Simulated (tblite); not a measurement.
C₇H₈N (doublet state).
Structure used (GFN2-xTB), in Å, numbered top down from 1:
```xyz
16
C7H8N angstrom
N     -0.424   -1.745    2.293
C     -0.251   -1.550    1.178
C     -0.104   -1.245   -0.234
C     -1.222   -0.322   -0.551
C     -1.160    1.083   -0.103
C      0.224    1.540    0.241
C      1.306    0.800    0.070
C      1.268   -0.591   -0.482
H     -0.190   -2.185   -0.793
H     -2.158   -0.721   -0.904
H     -1.807    1.233    0.778
H     -1.578    1.740   -0.878
H      0.298    2.541    0.642
H      2.284    1.188    0.320
H      1.452   -0.559   -1.561
H      2.054   -1.198   -0.028
```

Computed geometry: GFN2-xTB, gas phase. This method treats the open shell by occupation alone, without spin polarisation.

Masses are those of the commonest isotopes; rigid-rotor values at the optimised geometry. The values belong to one conformer with, in the numbering `[N:1]#[C:2][C@H:3]1[CH:4][CH2:5][CH:6]=[CH:7][CH2:8]1`, C2–C3–C4–C5 75°, C3–C4–C5–C6 19°, C4–C5–C6–C7 5°, C6–C7–C8–C3 -25°.

Problem. What are A, B and C (cm⁻¹)?

Solution. Ia = 163.03, Ib = 255.61, Ic = 289.32 u·Å²; 505379 MHz·u·Å²/I gives 3100, 1977 and 1747 MHz, that is A = 0.10340, B = 0.06595, C = 0.05827 cm⁻¹.

Problem. Classify the top.

Solution. An asymmetric top: κ = (2 × 1977 − 3100 − 1747)/(3100 − 1747) = -0.66.

Problem. Is it planar, by Δ = Ic − Ia − Ib?

Solution. Not planar: Δ = Ic − Ia − Ib = -129.33 u·Å². For a rigid frame Δ = −2 Σ m c², so Σ m c² = 64.66 u·Å² lies off the ab plane: 13.37 from hydrogen and 51.29 from heavier atoms. The atom farthest from that plane is 1.88 Å away.

Problem. Give the other two planar moments, Paa and Pbb, and the rms extents of the mass along the axes.

Solution. Paa = Σ m a² = (Ib + Ic − Ia)/2 = 190.95 and Pbb = Σ m b² = (Ia + Ic − Ib)/2 = 98.37 u·Å². With the mass M = 106.07 u, the rms extents √(P/M) along a, b and c are 1.34, 0.96, 0.78 Å.

Problem. Where do the levels up to J = 4 lie, in cm⁻¹?

Solution. Above 0(0,0):
J = 1: 1(0,1) 0.1242, 1(1,1) 0.1617, 1(1,0) 0.1693
J = 2: 2(0,2) 0.3716, 2(1,2) 0.4024, 2(1,1) 0.4255, 2(2,1) 0.5378, 2(2,0) 0.5389
J = 3: 3(0,3) 0.7401, 3(1,3) 0.7629, 3(1,2) 0.8089, 3(2,2) 0.9105, 3(2,1) 0.9157, 3(3,1) 1.1175, 3(3,0) 1.1176
J = 4: 4(0,4) 1.2274, 4(1,4) 1.2425, 4(1,3) 1.3187, 4(2,3) 1.4065, 4(2,2) 1.4213, 4(3,2) 1.6163, 4(3,1) 1.6169, 4(4,1) 1.9037, 4(4,0) 1.9037
Those of J = 1 are B + C, A + C and A + B.

For this open shell read J as N, the rotation without spin; fine and hyperfine splittings come on top. Its GFN2-xTB frequencies are all real (lowest 79 cm⁻¹). Zero-point vibration and centrifugal distortion are left out.

Hardware: an Intel Xeon at 2.50 GHz with one thread, on a shared host. Cost: 0.91 s of wall time. That covers the optimisation of the geometry.
